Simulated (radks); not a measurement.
Values are calculated unless marked as measured or tabulated.
Ionisation of K+, [Ar], to K2+, [Ne] 3s2 3p5, under several functionals. Dirac Kohn-Sham, spin-unpolarised, spherical densities, finite nucleus; open shells fill j = l - 1/2 first; a radial shooting solver on a logarithmic mesh with Libxc functionals.

functional                                        E(K+) (hartree)  Exc (hartree)  IE (eV)  -e(HOMO) (eV)  <r> HOMO (bohr)  IE error (eV)
RPBE                                                   -602.09187      -33.42643   31.816         24.771            1.430         +0.191
PBE                                                    -601.93056      -33.25917   31.834         24.793            1.429         +0.209
LDA (Slater exchange, VWN5 correlation)                -600.40594      -31.68944   31.913         24.884            1.430         +0.288
BLYP                                                   -602.15236      -33.48169   31.685         24.649            1.432         +0.060
BP86                                                   -602.20299      -33.53875   31.911         24.871            1.428         +0.286
LDA (Slater exchange, Perdew-Wang correlation)         -600.39917      -31.68237   31.908         24.879            1.430         +0.283
LDA (Slater exchange, Perdew-Zunger correlation)       -600.39670      -31.67945   31.905         24.877            1.430         +0.280
HCTH/407                                               -602.25225      -33.63032   32.297         25.219            1.421         +0.672
Wu-Cohen GGA                                           -601.62161      -32.94470   31.813         24.771            1.428         +0.188

NIST Atomic Spectra Database: 31.625 eV (measured). Closest: BLYP. The Delta-SCF values span 0.61 eV, the total energies 1.86 hartree. The highest occupied level is 3p3/2. Spin polarisation and multiplet splitting are left out, so open shells lie too high by an amount that depends on their filling.

Beside tabulated values, note that spin-unpolarised runs miss the spin-polarisation part of the exchange energy of open shells.
